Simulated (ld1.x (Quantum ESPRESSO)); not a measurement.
## An all-electron radial function and its pseudo partner (gallium)

Columns: radius, all-electron u(r) and pseudo u(r) of the 4s shell (level -10.21 eV) of gallium in the configuration [Ar] 3d10 4s1 4p2; BP86, scalar-relativistic, PAW scheme, ld1.x (Quantum ESPRESSO) 7.5.

```json
{"r (bohr)": "0.095", "all-electron": "-0.1211", "pseudo": "-0.0342"}
{"r (bohr)": "0.190", "all-electron": "-0.1578", "pseudo": "-0.0691"}
{"r (bohr)": "0.285", "all-electron": "0.0654", "pseudo": "-0.1054"}
{"r (bohr)": "0.380", "all-electron": "0.2541", "pseudo": "-0.1437"}
{"r (bohr)": "0.475", "all-electron": "0.3237", "pseudo": "-0.1844"}
{"r (bohr)": "0.570", "all-electron": "0.2901", "pseudo": "-0.2276"}
{"r (bohr)": "0.665", "all-electron": "0.1924", "pseudo": "-0.2732"}
{"r (bohr)": "0.760", "all-electron": "0.0641", "pseudo": "-0.3210"}
{"r (bohr)": "0.855", "all-electron": "-0.0722", "pseudo": "-0.3703"}
{"r (bohr)": "0.950", "all-electron": "-0.2029", "pseudo": "-0.4203"}
{"r (bohr)": "1.045", "all-electron": "-0.3208", "pseudo": "-0.4701"}
{"r (bohr)": "1.140", "all-electron": "-0.4227", "pseudo": "-0.5185"}
{"r (bohr)": "1.235", "all-electron": "-0.5076", "pseudo": "-0.5642"}
{"r (bohr)": "1.330", "all-electron": "-0.5762", "pseudo": "-0.6061"}
{"r (bohr)": "1.425", "all-electron": "-0.6295", "pseudo": "-0.6431"}
{"r (bohr)": "1.520", "all-electron": "-0.6692", "pseudo": "-0.6739"}
{"r (bohr)": "1.615", "all-electron": "-0.6969", "pseudo": "-0.6979"}
{"r (bohr)": "1.710", "all-electron": "-0.7141", "pseudo": "-0.7142"}
{"r (bohr)": "1.805", "all-electron": "-0.7226", "pseudo": "-0.7226"}
{"r (bohr)": "1.900", "all-electron": "-0.7236", "pseudo": "-0.7236"}
{"r (bohr)": "1.995", "all-electron": "-0.7184", "pseudo": "-0.7184"}
{"r (bohr)": "2.090", "all-electron": "-0.7080", "pseudo": "-0.7080"}
{"r (bohr)": "2.185", "all-electron": "-0.6935", "pseudo": "-0.6935"}
{"r (bohr)": "2.280", "all-electron": "-0.6756", "pseudo": "-0.6756"}
{"r (bohr)": "2.375", "all-electron": "-0.6552", "pseudo": "-0.6552"}
{"r (bohr)": "2.470", "all-electron": "-0.6328", "pseudo": "-0.6328"}
```

(1) How many radial nodes do the two functions have?

(2) At about which radius was the pseudo-wave matched?

(3) Where does each function peak?

(4) Is the pseudo-wave norm-conserving?

## Answers

(1) The all-electron 4s function has n − l − 1 = 3 (the table is too coarse to show those close to the nucleus); the pseudo-wave has 0, since the states of the same l below it are removed with the core.

(2) 1.75 bohr, where the columns begin to agree (steps of 0.10 bohr).

(3) Outermost all-electron maximum near 1.90 bohr, pseudo maximum near 1.90 bohr (to the table’s step).

(4) No, it belongs to a PAW set: the norm inside the radius is not constrained, and the difference is carried by the augmentation charge.
